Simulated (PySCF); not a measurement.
C$_{2}$H$_{2}$Cl (SMILES [CH]=CCl), doublet (typed; the unrestricted solution is spin-contaminated), at a GFN2-xTB geometry; PySCF with HF/cc-pVDZ.

Here is a job for PySCF.
```python
from pyscf import gto, scf

mol = gto.Mole()
mol.atom = '''
    C    -0.15812136    0.84949158    0.00022359
    C     0.97259348    1.42818972    0.01535444
    Cl   -0.33990486   -0.95740851   -0.00651845
    H    -1.13412407    1.30084788   -0.01044600
    H     2.02567392    1.30900905    0.02779152
'''
mol.basis = 'cc-pvdz'
mol.spin = 1
mol.verbose = 4
mol.build()

mf = scf.UHF(mol)
mf.kernel()
mf.analyze()
```

Q: What does PySCF print? Leave out banner, timings and long lists.

A: 
```
PySCF version 2.14.0

[INPUT] verbose = 4
[INPUT] num. atoms = 5
[INPUT] num. electrons = 31
[INPUT] charge = 0
[INPUT] spin (= nelec alpha-beta = 2S) = 1
[INPUT] symmetry False subgroup None
[INPUT] Mole.unit = angstrom
[INPUT] Symbol           X                Y                Z      unit          X                Y                Z       unit  Magmom
[...]
nuclear repulsion = 80.088202150475
number of shells = 21
number of NR pGTOs = 107
number of NR cGTOs = 56
basis = cc-pvdz
ecp = {}

******** <class 'pyscf.scf.uhf.UHF'> ********
method = UHF
initial guess = minao
damping factor = 0
level_shift factor = 0
DIIS = <class 'pyscf.scf.diis.CDIIS'>
diis_start_cycle = 1
diis_space = 8
diis_damp = 0
SCF conv_tol = 1e-09
SCF conv_tol_grad = None
SCF max_cycles = 50
direct_scf = True
direct_scf_tol = 1e-13
number electrons alpha = 16  beta = 15
Set gradient conv threshold to 3.16228e-05
init E= -536.636569361896

cycle= 1 E= -536.24317019484  delta_E= 0.393  |g|= 0.267  |ddm|= 1.49
cycle= 2 E= -536.295905014333  delta_E= -0.0527  |g|= 0.129  |ddm|= 0.438
cycle= 3 E= -536.307311005911  delta_E= -0.0114  |g|= 0.0446  |ddm|= 0.147
cycle= 4 E= -536.310542995728  delta_E= -0.00323  |g|= 0.02  |ddm|= 0.0965
cycle= 5 E= -536.311343919431  delta_E= -0.000801  |g|= 0.014  |ddm|= 0.039
cycle= 6 E= -536.311953628847  delta_E= -0.00061  |g|= 0.0113  |ddm|= 0.032
cycle= 7 E= -536.312646325809  delta_E= -0.000693  |g|= 0.00961  |ddm|= 0.0397
cycle= 8 E= -536.313797502578  delta_E= -0.00115  |g|= 0.00595  |ddm|= 0.0882
cycle= 9 E= -536.314213660642  delta_E= -0.000416  |g|= 0.00187  |ddm|= 0.0785
cycle= 10 E= -536.314210919083  delta_E= 2.74e-06  |g|= 0.00117  |ddm|= 0.00914
cycle= 11 E= -536.31422157007  delta_E= -1.07e-05  |g|= 0.000499  |ddm|= 0.0151
cycle= 12 E= -536.314222335634  delta_E= -7.66e-07  |g|= 0.000263  |ddm|= 0.0044
cycle= 13 E= -536.314222703272  delta_E= -3.68e-07  |g|= 8.82e-05  |ddm|= 0.00244
cycle= 14 E= -536.314222731096  delta_E= -2.78e-08  |g|= 3.08e-05  |ddm|= 0.000458
cycle= 15 E= -536.314222732818  delta_E= -1.72e-09  |g|= 1.32e-05  |ddm|= 0.000147
cycle= 16 E= -536.314222733557  delta_E= -7.39e-10  |g|= 5.24e-06  |ddm|= 7.67e-05
Extra cycle  E= -536.314222733603  delta_E= -4.58e-11  |g|= 3.45e-06  |ddm|= 9.93e-06
converged SCF energy = -536.314222733603  <S^2> = 0.91390028  2S+1 = 2.1576842
**** SCF Summaries ****
Total Energy =                        -536.314222733602719
Nuclear Repulsion Energy =              80.088202150475027
[...]
spin_pop of  0 C 3pz      -0.00105
spin_pop of  0 C 3dxy     -0.00015
spin_pop of  0 C 3dyz      0.00020
spin_pop of  0 C 3dz^2     0.00087
spin_pop of  0 C 3dxz      0.00047
spin_pop of  0 C 3dx2-y2    0.00111
spin_pop of  1 C 1s       -0.00000
spin_pop of  1 C 2s        0.14841
spin_pop of  1 C 3s        0.00100
spin_pop of  1 C 2px       0.06065
spin_pop of  1 C 2py       0.79103
spin_pop of  1 C 2pz       0.37015
spin_pop of  1 C 3px      -0.00015
spin_pop of  1 C 3py       0.00285
spin_pop of  1 C 3pz       0.00108
spin_pop of  1 C 3dxy     -0.00046
spin_pop of  1 C 3dyz     -0.00047
spin_pop of  1 C 3dz^2     0.00029
spin_pop of  1 C 3dxz     -0.00033
spin_pop of  1 C 3dx2-y2   -0.00138
spin_pop of  2 Cl 1s        0.00000
spin_pop of  2 Cl 2s       -0.00000
spin_pop of  2 Cl 3s        0.00138
spin_pop of  2 Cl 4s       -0.00008
spin_pop of  2 Cl 2px       0.00000
spin_pop of  2 Cl 2py       0.00000
spin_pop of  2 Cl 2pz      -0.00000
spin_pop of  2 Cl 3px       0.01071
spin_pop of  2 Cl 3py       0.16019
spin_pop of  2 Cl 3pz      -0.01540
spin_pop of  2 Cl 4px      -0.00005
spin_pop of  2 Cl 4py       0.00021
spin_pop of  2 Cl 4pz      -0.00028
spin_pop of  2 Cl 3dxy     -0.00014
spin_pop of  2 Cl 3dyz     -0.00016
spin_pop of  2 Cl 3dz^2    -0.00044
spin_pop of  2 Cl 3dxz     -0.00000
spin_pop of  2 Cl 3dx2-y2   -0.00054
spin_pop of  3 H 1s        0.04846
spin_pop of  3 H 2s        0.00032
spin_pop of  3 H 2px       0.00004
spin_pop of  3 H 2py       0.00016
spin_pop of  3 H 2pz      -0.00016
spin_pop of  4 H 1s       -0.04808
spin_pop of  4 H 2s        0.00031
spin_pop of  4 H 2px      -0.00011
spin_pop of  4 H 2py       0.00012
spin_pop of  4 H 2pz       0.00013
 ** Mulliken Spin Density (per atom)  **
spin density of  0 C =     -0.52926
spin density of  1 C =      1.37267
spin density of  2 Cl =      0.15541
spin density of  3 H =      0.04881
spin density of  4 H =     -0.04763
 ** Mulliken pop alpha/beta on meta-lowdin orthogonal AOs **
 ** Mulliken pop       alpha | beta **
In total            16.00000 | 15.00000
 ** Mulliken atomic charges   ( Nelec_alpha | Nelec_beta ) **
charge of  0C =     -0.04816  (     2.75945      3.28871 )
charge of  1C =     -0.09819  (     3.73543      2.36276 )
charge of  2Cl =     -0.13715  (     8.64628      8.49087 )
charge of  3H =      0.13650  (     0.45616      0.40735 )
charge of  4H =      0.14700  (     0.40269      0.45031 )
Dipole moment(X, Y, Z, Debye):  0.57136,  1.55148,  0.01081
```
